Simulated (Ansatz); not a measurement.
PbMe4 (C₄H₁₂Pb), relaxed as a singlet with RKS B3LYP-D4/def2-SVP in Ansatz, starting from the GFN2-xTB geometry. Force threshold 0.02 eV/Å.

In the def2 sets Pb takes a core potential; there is no spin–orbit coupling.

Start:

```xyz
17

Pb    0.0037    0.0021   -0.0005
C    -1.3511   -1.2134   -1.4053
H    -1.8768   -1.9659   -0.8343
H    -0.7504   -1.6948   -2.1647
H    -2.0682   -0.5568   -1.8785
C     1.2549    1.4944   -1.2271
H     1.7960    2.1468   -0.5562
H     0.6015    2.0867   -1.8525
H     1.9576    0.9585   -1.8500
C     1.4002   -1.4318    1.1301
H     2.1332   -0.8657    1.6875
H     1.9051   -2.0740    0.4218
H     0.8191   -2.0369    1.8117
C    -1.3017    1.1511    1.5026
H    -1.9910    0.4700    1.9830
H    -1.8593    1.9170    0.9815
H    -0.6727    1.6126    2.2508
```

```json
{"step": "1", "energy (eV)": "-9590.1237", "largest force component (eV/Å)": "0.720", "SCF passes": "14"}
{"step": "2", "energy (eV)": "-9590.1933", "largest force component (eV/Å)": "0.146", "SCF passes": "17"}
{"step": "3", "energy (eV)": "-9590.2118", "largest force component (eV/Å)": "0.113", "SCF passes": "17"}
{"step": "4", "energy (eV)": "-9590.2133", "largest force component (eV/Å)": "0.003", "SCF passes": "19"}
```

Force components are those of the run's own axes.

End:

```xyz
17

Pb    0.0001    0.0001    0.0001
C    -1.3343   -1.1955   -1.3930
H    -1.8879   -1.9453   -0.8108
H    -0.7140   -1.6983   -2.1480
H    -2.0420   -0.5166   -1.8889
C     1.2361    1.4684   -1.2112
H     1.8137    2.1067   -0.5281
H     0.5665    2.0908   -1.8209
H     1.9219    0.9126   -1.8659
C     1.3822   -1.4108    1.1182
H     2.0970   -0.8246    1.7125
H     1.9265   -2.0344    0.3954
H     0.7863   -2.0511    1.7835
C    -1.2839    1.1379    1.4859
H    -1.9539    0.4349    2.0003
H    -1.8791    1.8905    0.9501
H    -0.6351    1.6347    2.2207
```

By distances, no bond broke or formed. The bond that changes most is Pb1–C6, from 2.30 to 2.27 Å (atoms count from 1).

No frequencies were taken in this run, so the end may be a saddle point.

It took 13 s on 4 threads of Intel Xeon on a shared host.
